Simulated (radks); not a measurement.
Question: Valence configurations of Bi I. Calculated with a radial shooting solver on a logarithmic mesh with Libxc functionals: scalar-relativistic Kohn-Sham, SCAN, spin-polarised, spherical densities, finite nucleus; open shells are filled with parallel spins first (spin-orbit coupling, left out, can overturn this in heavy ions); meta-GGA in the generalised Kohn-Sham scheme; Fermi nuclear charge, rms radius 5.5211 fm. Order these by energy: [Xe] 4f14 5d9.5 6s1 6p4.5; [Xe] 4f13 5d8 6s2 6p6; [Xe] 4f14 5d9 6s2 6p4; [Xe] 4f14 5d9.5 6s2 6p3.5; [Xe] 4f13 5d10 6s2 6p4; [Xe] 4f14 5d9 6s1 6p5; [Hg] 6p3; [Xe] 4f14 5d10 6s1 6p4; [Xe] 4f14 5d10 6s0.5 6p4.5; [Xe] 4f14 5d8 6s2 6p5.

Answer: From the lowest, in eV above it: [Hg] 6p3 0.000; [Xe] 4f14 5d10 6s1 6p4 10.371; [Xe] 4f14 5d9.5 6s2 6p3.5 12.342; [Xe] 4f14 5d10 6s0.5 6p4.5 16.708; [Xe] 4f14 5d9.5 6s1 6p4.5 23.111; [Xe] 4f14 5d9 6s2 6p4 25.223; [Xe] 4f14 5d9 6s1 6p5 36.462; [Xe] 4f14 5d8 6s2 6p5 53.036; [Xe] 4f13 5d10 6s2 6p4 159.40; [Xe] 4f13 5d8 6s2 6p6 222.18. NIST lists [Hg] 6p3 as the ground configuration; this level of theory agrees among the configurations tried. The energies are those of spherical high-spin densities, not of single terms.
